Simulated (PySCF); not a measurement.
Compound: C4H7N3S.
SMILES with atom numbers: `[CH3:1][S:2][c:3]1[n:4][n:5][cH:6][n:7]1[CH3:8]` (hydrogens: H9, H10, H11 on C1; H12 on C6; H13, H14, H15 on C8)

All values: PBE0/def2-SVPD (PySCF, non-relativistic), on one gas-phase PBE0-D3(BJ)/def2-SVP geometry that isn't relaxed in the solvent. The solvent is an IEF-PCM continuum (cavity from Bondi-type radii × 1.2), and excitations are vertical TDDFT with non-equilibrium linear response and a frozen core. Only the electrostatic response of the medium enters.

Gas-phase singlets (H = HOMO, L = LUMO):

| state | E (eV) | λ (nm) | f | leading configurations |
| --- | --- | --- | --- | --- |
| S1 | 5.277 | 235 | 0.000 | H→L 87% |
| S2 | 5.804 | 214 | 0.025 | H→L+2 87% |
| S3 | 5.958 | 208 | 0.106 | H-1→L+1 50%, H→L+1 47% |
| S4 | 5.971 | 208 | 0.114 | H-1→L+1 47%, H→L+1 47% |
| S5 | 6.462 | 192 | 0.007 | H-1→L 39%, H-1→L+3 35% |

Task: How does the list change in acetonitrile (ε = 35.69)?

Result: 
```tsv
state	E (eV)	λ (nm)	f	leading configurations	change by rank (eV)
S1	5.498	225	0.000	H→L+1 93%	+0.221
S2	5.966	208	0.279	H→L 97%	+0.162
S3	6.151	202	0.040	H→L+2 95%	+0.193
S4	6.431	193	0.001	H-1→L 97%	+0.460
S5	6.450	192	0.075	H→L+3 90%	-0.012
```

Task: The ground-state energy changes by -0.498 eV from gas to acetonitrile. By how much does the total energy of gas-phase S2 change?

Result: E(S2) = E(S0) + excitation energy, so it changes by -0.498 + 0.347 = -0.151 eV: it is lowered less than the ground state, which is what a blue shift means. This is the vertical state, with the slow part of the continuum still set for S0.

Task: How do the frontier levels move from gas to acetonitrile?

Result: 
| orbital | gas (eV) | solvent (eV) | change (eV) | Löwdin shares, gas | Löwdin shares, solvent |
| --- | --- | --- | --- | --- | --- |
| LUMO+2 | 0.38 | 0.69 | +0.31 | S2 33 %, C8 16 %, C3 7 %, H14 6 % | S2 37 %, C8 15 %, C6 8 %, C3 8 % |
| LUMO+1 | 0.32 | 0.35 | +0.03 | C6 21 %, N7 19 %, C3 16 %, N5 12 % | S2 54 %, C1 16 %, C3 8 %, H9 5 % |
| LUMO | 0.18 | 0.28 | +0.10 | S2 48 %, C1 13 %, C8 10 %, C3 5 % | C6 21 %, N7 20 %, C3 17 %, N5 11 % |
| HOMO | -6.49 | -6.63 | -0.14 | S2 42 %, N4 13 %, C6 12 %, N5 11 % | S2 44 %, N4 12 %, N5 11 %, C6 10 % |
| HOMO-1 | -7.29 | -7.80 | -0.51 | N5 42 %, N4 37 %, C6 8 %, C3 8 % | N5 40 %, N4 38 %, C3 8 %, C6 8 % |
| HOMO-2 | -8.42 | -8.48 | -0.06 | N7 32 %, N4 24 %, N5 10 %, C6 8 % | N7 31 %, N4 23 %, C6 10 %, C8 8 % |
| HOMO-3 | -8.72 | -8.87 | -0.15 | S2 24 %, N5 21 %, C3 20 %, C6 12 % | N5 22 %, S2 21 %, C3 20 %, C6 10 % |

The HOMO–LUMO gap goes from 6.67 to 6.91 eV. Rows go by rank; for LUMO, LUMO+1 and LUMO+2 the atom shares or the degeneracy differ between the runs, so the row needn't follow one orbital.

Hardware: an AMD EPYC 7R43 with one thread, no GPU, on a shared host. Cost: 32 s of wall time, 0.97 GiB resident at most. This is the whole response run at PBE0/def2-SVPD in acetonitrile, SCF included.

The values belong to the conformer `[CH3:1][S:2][c:3]1[n:4][n:5][cH:6][n:7]1[CH3:8]`: C1–S2–C3–N4 -2°.
